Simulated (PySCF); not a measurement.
GeH₈N₂Si, GeH₉NSi₂ (calculated)

All values are calculated (PySCF 2.14.0). Calculation on a computer-drawn molecule: the log of a Hartree-Fock and frozen-core CCSD(T) single point meant for a local Hartree-Fock minimum, with one planted fault or none, to be diagnosed. Offsets are logged minus clean, where the clean run is the same molecule without the fault. The reference is restricted for singlets and unrestricted otherwise, and also for a bond in bohr or an excited solution. Adding or removing an electron swaps singlet and doublet. The excited solution moves the top pair (singlet) or top alpha electron (doublet) to the lowest empty orbital. Highest occupied and lowest empty are orbital energies over both spins, largest force is the largest gradient component, triples share is (T) over the correlation energy, the T1 limit is 0.02 restricted and 0.045 unrestricted, electrons count all cores, a negative frequency is imaginary (commonest isotopes), and the dipole is about the centre of nuclear charge; on germanium a core potential holds 10 electrons, which the energies leave out, and 3d is frozen in MP2 and coupled-cluster steps.

Common to all runs: meant charge 0; meant multiplicity 1; meant basis cc-pV(D+d)Z; meant basis and core potential on germanium cc-pVDZ-PP ECP10MDF; logged SCF converged yes; logged CC converged yes; logged SCF stable within its kind yes; possible faults no fault, one electron removed, one electron added, multiplicity raised by two, geometry at a saddle point, SCF held on an excited solution, minimal basis STO-3G, one bond length entered in bohr, all coordinates scaled.

(1) GeH₈N₂Si

Logged structure:
```xyz
12
GeH8N2Si
N      0.5171    -2.3795     0.6131
Si     0.6278    -0.7485     1.1820
Ge    -1.2734     0.6413     0.6661
N     -1.0222     2.3219     1.4102
H     -0.1878    -2.9783     1.0030
H      0.5873    -2.5441    -0.3746
H      0.7807    -0.7869     2.6566
H      1.8326    -0.1393     0.5748
H     -1.4219     0.8683    -0.8474
H     -2.5861    -0.0282     1.1409
H     -0.9055     2.3055     2.4096
H     -1.7659     2.9692     1.2076
```

- logged electrons: 67
- logged basis functions: 114
- logged spin squared: 0.7888
- logged highest occupied: -14.579 eV
- logged lowest empty: -6.4674 eV
- logged largest force: 0.050102 hartree/bohr
- logged T1 diagnostic: 0.05607
- logged D1 diagnostic: 0.38013
- logged triples share: 0.028447
- logged dipole magnitude: 7.6979 debye
- logged energy HF: -695.60129 hartree
- logged energy CCSD(T): -696.20208 hartree
- planted fault: one electron removed
- HF energy offset from clean run: 189.3 kcal/mol
- CCSD(T) energy offset from clean run: 200.3 kcal/mol

Drawn bonds:
```csv
atom,other atom,order
1,2,1
2,3,1
3,4,1
1,5,1
1,6,1
2,7,1
2,8,1
3,9,1
3,10,1
4,11,1
4,12,1
```

Notes: T1 above single-reference limit.

(2) GeH₉NSi₂

Logged structure:
```xyz
13
GeH9NSi2
N     -0.0144    -2.3080     0.4083
Si    -1.0373    -1.0442     1.0023
Ge     0.0483     1.0596     0.5840
Si     0.8237     1.2260    -1.6891
H     -0.3923    -3.2369     0.3522
H      0.9330    -2.3546     0.7370
H     -2.3082    -1.1135     0.2444
H     -1.3840    -1.1389     2.4464
H     -0.9201     2.2148     0.8859
H      1.2549     1.2280     1.5256
H     -0.2922     0.9646    -2.6292
H      1.8939     0.2292    -1.9295
H      1.3667     2.5788    -1.9610
```

- logged electrons: 76
- logged basis functions: 128
- logged spin squared: 0
- logged highest occupied: -9.8668 eV
- logged lowest empty: 3.2544 eV
- logged largest force: 1.216e-05 hartree/bohr
- logged lowest frequency: 28.758 cm⁻¹
- logged T1 diagnostic: 0.011738
- logged D1 diagnostic: 0.026924
- logged triples share: 0.02519
- logged dipole magnitude: 1.6699 debye
- logged energy HF: -930.9669 hartree
- logged energy CCSD(T): -931.53069 hartree
- planted fault: no fault
- HF energy offset from clean run: 0 kcal/mol
- CCSD(T) energy offset from clean run: 0 kcal/mol

Drawn bonds:
```csv
atom,other atom,order
1,2,1
2,3,1
3,4,1
1,5,1
1,6,1
2,7,1
2,8,1
3,9,1
3,10,1
4,11,1
4,12,1
4,13,1
```
